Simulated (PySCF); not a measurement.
# Computed properties of B(H)(OAc)(OH) (C2H5BO3), SMILES CC(=O)OBO

B(H)(OAc)(OH) (C2H5BO3), SMILES O=C(C)OBO. Coordinates come from a PBE0-D3(BJ)/def2-SVP optimisation. The structure was generated by enumeration, and PubChem lists no compound with its InChIKey, so it may never have been made. One conformer was computed; it need not be the lowest. All values are computed for the isolated molecule unless a solvent is named; none is compared with measurement here.

**Structure.** All 27 harmonic modes at PBE0-D3(BJ)/def2-SVP (PySCF) are real, so it is a minimum. With heavy atoms numbered as in [BH:1]([O:3][C:4]([CH3:5])=[O:6])[OH:10], the shortest bond between them is C4–O6 at 1.195 Å and the longest C4–C5 at 1.498 Å.

**Vibrations.** The strongest infrared lines (harmonic, unscaled, degenerate partners summed) lie at 1280 cm⁻¹ (536 km/mol, C 47 %, O 25 %, H 25 %), 1452 cm⁻¹ (377 km/mol, B 64 %, O 22 %), 1384 cm⁻¹ (307 km/mol, H 55 %, C 37 %). The softest mode is at 66 cm⁻¹ and the zero-point energy is 50.6 kcal/mol.

**Electronic structure.** ωB97X/def2-TZVP (PySCF) places the frontier levels at -10.75 and 1.87 eV, a gap of 12.62 eV, and gives a dipole moment of 3.47 D and a mean polarisability of 46.8 bohr³. PBE/def2-TZVP (PySCF) at the same geometry gives -6.54 and -1.57 eV, so its gap is 7.65 eV narrower. An orbital gap is neither the optical nor the fundamental gap.

**Excitations.** TDA-CAM-B3LYP/def2-SVPD (PySCF) has S1 at 5.63 eV (220 nm, f = 0.001, dark); the most intense of the 10 singlets computed lies at 8.26 eV (f = 0.17). T1 (TDA) is at 5.08 eV, 0.55 eV under S1. TDA-PBE/def2-SVPD (PySCF) puts S1 at 5.11 eV. No vertical singlet excitation falls in the visible range (under 3.1 eV).

**NMR.** GIAO shifts at PBE0/pcSseg-1 (PySCF) (non-relativistic, atoms alike by connectivity averaged): ¹³C from 25.2 to 173.4 ppm against TMS; ¹H from 2.3 to 5.1 ppm against TMS; ¹¹B at 13.6 ppm against BF3.
